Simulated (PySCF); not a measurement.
Dipole moment and polarisability of Si(tBu)2Me2

Si(tBu)2Me2, C10H24Si.
Cartesian coordinates in Å at the PBE0-D3(BJ)/def2-SVP level; atoms count from 1:
```xyz
35
C10H24Si angstrom
Si    -0.562    0.042   -0.395
C     -0.662   -0.014    1.530
C      0.230   -1.111    2.116
C     -2.118   -0.313    1.913
C     -0.272    1.339    2.136
H      0.076   -1.189    3.207
H      0.011   -2.101    1.684
H      1.300   -0.906    1.955
H     -2.439   -1.311    1.576
H     -2.820    0.425    1.491
H     -2.236   -0.283    3.011
H     -0.932    2.149    1.790
H      0.762    1.626    1.895
H     -0.353    1.300    3.237
C      1.219   -0.031   -1.134
C      1.779   -1.456   -1.068
C      2.173    0.927   -0.417
C      1.126    0.386   -2.608
H      2.788   -1.489   -1.518
H      1.870   -1.826   -0.036
H      1.152   -2.169   -1.624
H      2.354    0.629    0.627
H      1.795    1.962   -0.410
H      3.154    0.942   -0.925
H      0.817    1.437   -2.720
H      0.414   -0.236   -3.175
H      2.111    0.279   -3.095
C     -1.389    1.640   -0.971
H     -1.588    1.613   -2.053
H     -0.765    2.524   -0.765
H     -2.354    1.787   -0.461
C     -1.540   -1.415   -1.096
H     -2.618   -1.291   -0.910
H     -1.229   -2.373   -0.651
H     -1.400   -1.491   -2.186
```

Level: PBE0/def2-SVPD (PySCF), static field, nuclei fixed, core orbitals frozen in the response. The polarisability tensor in these axes (au):

```
x   148.90  -0.22  -7.79
y    -0.22 140.53   0.00
z    -7.79   0.00 154.46
```

Diagonalise the tensor; give its mean and Δα, where Δα² is half the sum of the squared differences of the eigenvalues.

Principal values 140.51, 143.42 and 159.96 au; mean 147.96 au = 21.93 Å³ = 24.40 × 10⁻⁴⁰ C²·m²/J; Δα = 18.16 au (12 % of the mean).

What is the dipole moment?

0.06 D at this geometry.

Along which axes do the principal values lie, and how far do the nuclei extend along each?

Largest value along (-0.58, 0.01, 0.82), where the nuclei span 7.49 Å; middle along (0.82, -0.06, 0.58), 4.82 Å; least along (0.05, 1.00, 0.03), 4.91 Å. 

Find the Langevin capture rate constant for NH4+ (18.034 u) meeting this molecule (172.165 u), k = 2.342 × 10⁻⁹ cm³/s × √(α in Å³ / reduced mass in u).

The reduced mass is 16.32 u, so k = 2.71 × 10⁻⁹ cm³/s.

Form Σ f/ω² (atomic units) for the 10 lowest TDDFT singlets, given as eV and f, and set it beside the mean polarisability, which is this sum over all singlets: 6.67, 0.0162; 7.11, 0.0005; 7.38, 0.0002; 7.44, 0.0314; 7.48, 0.0389; 7.72, 0.0444; 7.86, 0.0532; 7.87, 0.0752; 7.88, 0.1937; 8.02, 0.0272.

They add up to 5.93 au, 4.0 % of the 147.96 au; the largest single term is 2.31 au, from the state at 7.88 eV. Terms in order: 0.27, 0.01, 0.00, 0.42, 0.52, 0.55, 0.64, 0.90, 2.31, 0.31 au. Higher excitations give the rest. The strengths listed sum to 0.481.

What depolarisation ratio follows for Rayleigh scattering of linearly polarised light, taking the static tensor?

ρ = 3Δα²/(45ᾱ² + 4Δα²) = 989.8/(985179 + 1319.8) = 0.001.

What are the principal values of the traceless quadrupole moment, Θ = ½Σq(3rr − r²1), about the centre of nuclear charge?

-0.34, 0.16, 0.18 D·Å. The values depend on the origin, since the dipole doesn't vanish. The electronic extent ⟨r²⟩ about the same centre is 2252 bohr², a root-mean-square distance of 2.54 Å for the 98 electrons.

Geometry: PBE0-D3(BJ)/def2-SVP; no solvent, vibrations or thermal averaging.

The run behind these numbers computed excited states as well. Time: 1.9 min wall, 4.1 min CPU (with the writing of density and orbital grids); peak memory 2.5 GiB. Hardware: 2 threads of an Intel Xeon 6975P-C, shared host with 192 logical CPUs at a one-minute load of 44.
